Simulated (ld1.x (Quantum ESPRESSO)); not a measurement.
## carbon (C): one change to an ultrasoft potential, before and after

C (Z = 6), ultrasoft, made with ld1.x (Quantum ESPRESSO) 7.5 (LDA (PZ), scalar-relativistic). Core [He], reference 2s1.75 2p2.25. Waves: 2s (bound): rcut 0.75, rcutus 1.05 bohr; 2s channel at 0.5 Ry: rcut 0.75, rcutus 1.05 bohr; 2p (bound): rcut 1.15, rcutus 1.50 bohr; 2p channel at 1.55 Ry: rcut 1.15, rcutus 1.50 bohr. Local part: all-electron potential smoothed inside 1.30 bohr (lloc = -1). Core correction: none. Augmentation charge: built from norm-conserving waves at rcut, not smoothed further.

Change: core correction a·sin(br)/r model core inside 0.58 bohr.

Cutoffs: the cutoffs (Ry, on a coarse ladder) from which the occupation-weighted sum of valence levels, in a spherical-Bessel basis at the reference potential, stays within 10 and 1 mRy of its value at 400 Ry; they do not see the model core or the augmentation charge, which bear on the density cutoff. Errors are all-electron minus pseudo energies relative to the spin-unpolarised reference configuration.

Question: What does the change do?

Answer: The potential gets neither clearly harder nor softer (30 Ry and 35 Ry → 30 Ry and 35 Ry); of the 9 tests that both files solve, the error grows in 0 and shrinks in 8 by more than 15 % and 0.3 meV (median size 49.9 → 19.8 meV); neither file shows a bound ghost. Exchange and correlation are not linear in the density, so unscreening with the valence charge alone errs where core and valence overlap; a model core restores that term. A model core, the more so a compact one, raises the density cutoff, which this test does not measure.

```tsv
quantity	base	changed
cutoff, loose	30 Ry	30 Ry
cutoff, tight	35 Ry	35 Ry
bound ghosts	none	none
error for 2s2 2p2, meV [ΔE -2.06 eV]	+1.0	+0.5
error for 2s2 2p1, meV [ΔE 8.93 eV]	+14	+3.2
error for 2s2 2p0, meV [ΔE 33.19 eV]	+118	+20
error for 2s1 2p2, meV [ΔE 17.42 eV]	+5.4	+3.5
error for 2s1 2p0, meV [ΔE 81.16 eV]	+313	+58
error for 2s0 2p4, meV [ΔE 14.46 eV]	+50	+26
error for 2s2 2p2.3, meV [ΔE -3.26 eV]	+0.6	+0.4
error for 2s1.75 2p2.25 (spin-polarised), meV [ΔE -1.83 eV]	+195	+34
error for 2s2 2p2 (spin-polarised), meV [ΔE -3.19 eV]	+129	+21
s: phases at 1.65 bohr within 0.05 rad from the reference energy up to (Ry; the scan ends near 5)	to the end of the scan	to the end of the scan
p: phases at 1.65 bohr within 0.05 rad from the reference energy up to (Ry; the scan ends near 5)	to the end of the scan	to the end of the scan
lowest overlap eigenvalue by channel	s 0.45, p 0.93	s 0.45, p 0.93
```
